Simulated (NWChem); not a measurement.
The numbers come from NWChem runs, not from measurements. System: F4Te, charge 0, spin multiplicity 1, at a geometry optimised with PBE/def2-SVP with def2 effective core potentials on Te. The structure started from a generated list of species. Level: PBE0/def2-TZVP with def2 effective core potentials on Te.

Input file:

```
start mol
memory heap 200 mb stack 900 mb global 1100 mb
geometry units angstroms nocenter noautoz
  Te     0.000000     0.000000     0.295737
  F     -1.959087     0.000000     0.088535
  F      0.000000     1.469102    -0.942885
  F      1.959087     0.000000     0.088535
  F      0.000000    -1.469102    -0.942885
  symmetry group C2v
end
basis spherical
  * library def2-tzvp
end
ecp
  Te library def2-ecp
end
dft
  xc pbe0
  semidirect memsize 60000000 filesize 0
  iterations 100
end
task dft energy
```

Part of the output:

```
             Northwest Computational Chemistry Package (NWChem) 7.3.0
             --------------------------------------------------------

                                NWChem Input Module
                                -------------------

 Scaling coordinates for geometry "geometry" by  1.889725989
 (inverse scale =  0.529177249)

 Turning off AUTOSYM since
 SYMMETRY directive was detected!

                             Geometry "geometry" -> ""
                             -------------------------

 Output coordinates in angstroms (scale by  1.889725989 to convert to a.u.)

  No.       Tag          Charge          X              Y              Z
 ---- ---------------- ---------- -------------- -------------- --------------
    1 Te                  52.0000     0.00000000     0.00000000     0.29573700
    2 F                    9.0000    -1.95908700     0.00000000     0.08853500
    3 F                    9.0000     0.00000000     1.46910200    -0.94288500
    4 F                    9.0000     1.95908700     0.00000000     0.08853500
    5 F                    9.0000     0.00000000    -1.46910200    -0.94288500

 Effective nuclear repulsion energy (a.u.)     599.2419884579

            Nuclear Dipole moment (a.u.)
            ----------------------------
        X                 Y               Z
 ---------------- ---------------- ----------------
     0.0000000000     0.0000000000     0.0000453534

      Symmetry information
      --------------------

 Group name             C2v
 Group number             16
 Group order               4
 No. of unique centers     3

      Symmetry unique atoms

     1    2    3


 Summary of "ao basis" -> "" (spherical)
 ------------------------------------------------------------------------------
       Tag                 Description            Shells   Functions and Types
 ---------------- ------------------------------  ------  ---------------------
 *                         def2-tzvp                  on all atoms

                                 NWChem DFT Module
                                 -----------------
[...]
              MO Center= -1.1D-14, -7.4D-15,  2.9D-01, r^2= 3.6D+00
   Bfn.  Coefficient  Atom+Function         Bfn.  Coefficient  Atom+Function
  ----- ------------  ---------------      ----- ------------  ---------------
     6      0.390147  1 Te s                  5      0.336466  1 Te s
     2      0.289302  1 Te s                  3     -0.254986  1 Te s
    56     -0.234626  2 F  px               118      0.234626  4 F  px
    59     -0.201299  2 F  px               121      0.201299  4 F  px
    18      0.200106  1 Te pz                12     -0.191680  1 Te pz

 Vector   31  Occ=0.000000D+00  E=-1.297309D-01  Symmetry=b2
              MO Center= -3.0D-15,  4.7D-15,  4.4D-01, r^2= 2.8D+00
   Bfn.  Coefficient  Atom+Function         Bfn.  Coefficient  Atom+Function
  ----- ------------  ---------------      ----- ------------  ---------------
    17      0.533702  1 Te py                11     -0.395905  1 Te py
    14      0.366483  1 Te py                20      0.335489  1 Te py
    33      0.214877  1 Te d -1              89     -0.158580  3 F  pz
   151      0.158580  5 F  pz                92     -0.135256  3 F  pz
   154      0.135256  5 F  pz                23     -0.128428  1 Te d -1

 Vector   32  Occ=0.000000D+00  E=-8.449951D-02  Symmetry=a1
              MO Center= -3.0D-15,  3.5D-14, -3.2D-02, r^2= 3.0D+00
   Bfn.  Coefficient  Atom+Function         Bfn.  Coefficient  Atom+Function
  ----- ------------  ---------------      ----- ------------  ---------------
     5      0.584657  1 Te s                 18     -0.532581  1 Te pz
    21     -0.402275  1 Te pz                12      0.354405  1 Te pz
     2      0.333992  1 Te s                 15     -0.324415  1 Te pz
     6      0.290032  1 Te s                  3     -0.287113  1 Te s
     4     -0.223721  1 Te s                 86     -0.205305  3 F  s

 Vector   33  Occ=0.000000D+00  E=-3.565393D-02  Symmetry=b1
              MO Center= -6.2D-15, -3.4D-16,  5.0D-01, r^2= 3.3D+00
   Bfn.  Coefficient  Atom+Function         Bfn.  Coefficient  Atom+Function
  ----- ------------  ---------------      ----- ------------  ---------------
    16      0.596418  1 Te px                19      0.597942  1 Te px
    10     -0.400400  1 Te px                13      0.373022  1 Te px
    55      0.321392  2 F  s                117     -0.321392  4 F  s
    56      0.175688  2 F  px                62      0.176383  2 F  px
   118      0.175688  4 F  px               124      0.176383  4 F  px

 center of mass
 --------------
 x =   0.00000000 y =   0.00000000 z =   0.05466019

 moments of inertia (a.u.)
 ------------------
         454.505899566067           0.000000000000           0.000000000000
           0.000000000000         682.431042918262           0.000000000000
           0.000000000000           0.000000000000         813.629682900790

     Multipole analysis of the density
     ---------------------------------

     L   x y z        total         alpha         beta         nuclear
     -   - - -        -----         -----         ----         -------
     0   0 0 0     -0.000000    -30.000000    -30.000000     60.000000

     1   1 0 0      0.000000      0.000000      0.000000      0.000000
     1   0 1 0      0.000000      0.000000      0.000000      0.000000
     1   0 0 1      1.288869      8.468478      8.468478    -15.648088

     2   2 0 0    -40.737531   -143.721172   -143.721172    246.704813
     2   1 1 0     -0.000000     -0.000000     -0.000000      0.000000
     2   1 0 1     -0.000000     -0.000000     -0.000000      0.000000
     2   0 2 0    -34.359842    -86.545510    -86.545510    138.731179
     2   0 1 1     -0.000000     -0.000000     -0.000000      0.000000
     2   0 0 2    -32.233203    -48.689563    -48.689563     65.145924

 Task  times  cpu:        5.1s     wall:        5.1s

 Total times  cpu:        5.1s     wall:        5.1s
```
